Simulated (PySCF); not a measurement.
## NMR problem set

Calculated, not measured (PySCF 2.14): PBE0/pcSseg-1 with gauge-including orbitals, GFN2-xTB structure. Fast rotation and ring inversion assumed for equivalent nuclei, no solvent model, no relativistic terms, a single conformation.

Chemical shifts δ = σref − σ; TMS for ¹H (31.72 ppm), ¹³C (186.93 ppm), all at this level. Where no couplings were computed, multiplicities follow the n + 1 count of equivalent neighbours, and m marks all less simple cases (inequivalent or close neighbours, rings, F or P nearby). Shifts are as computed. Against solution values, carbons near 30 ppm lie about +3 ppm off and those near 130 ppm about +5 ppm. Of 1211 compounds with measured shifts, 218 miss one by over three times the rms of a fit or turn the order of signals round; such compounds aren't used in these exercises.

Task: C₁₁H₇N. ¹H NMR (400 MHz, computed): δ 7.41 (d, 1H), 7.19 (m, 2H), 7.16 (m, 2H), 4.71 (m, 1H), 3.74 (s, 1H). ¹³C{¹H} NMR (computed): δ 156.2, 151.1, 149.7, 144.2, 125.7, 103.8, 81.1, 55.6, 53.1. What is it?

Result: `InChI=1S/C11H7N/c1-2-10-7-9-3-5-11(10,8-12)6-4-9/h1,3-7,9H/t9-,11+`. Rings plus π bonds: 9 (2 rings in the answer). 9 carbon signals for 11 carbons: some carbons are equivalent by symmetry or fast rotation. Carbon types of the structure: 4 × C, 7 × CH, which accounts for all hydrogens. δC 156.2, 151.1, 149.7: alkene CH; an sp2 carbon of a C=C bond. δC 144.2: fully substituted alkene carbon; the olefinic region. δC 125.7: nitrile carbon; this is the usual window of a C≡N carbon, which has no attached hydrogen. δC 81.1: alkyne carbon; sp carbons lie upfield of alkene carbons because the cylindrical π system leaves one tensor component strongly shielded.

The shifts were computed for this structure.

Task: C₆H₁₁NSi₂. ¹H NMR (400 MHz, computed): δ 4.72 (s, 6H), 3.88 (s, 2H), 2.17 (s, 3H). ¹³C{¹H} NMR (computed): δ 82.9, 79.2, 78.2, 72.1, 43.6, 5.6. Identify the compound.

Result: SMILES CC#CC#CCN([SiH3])[SiH3]. Rings plus π bonds: 4 (no ring in the answer). 6 carbon signals for 6 carbons: no two carbons are equivalent. Carbon types of the structure: 4 × C, 1 × CH2, 1 × CH3, leaving 6 H on heteroatoms. δC 82.9, 79.2, 78.2, 72.1: alkyne carbon; the triple bond shields along its axis, which puts it between sp3 and sp2 carbons. δC 43.6: propargylic sp3 CH2 bonded to N; deshielded by the electronegative neighbour. δC 5.6: propargylic methyl carbon; a saturated carbon with 1 carbon neighbour and no heteroatom attached. δH 3.88: hydrogen on a propargylic sp3 CH2 bonded to N; its carbon carries N, hence the downfield position.

The shifts were computed for this structure.
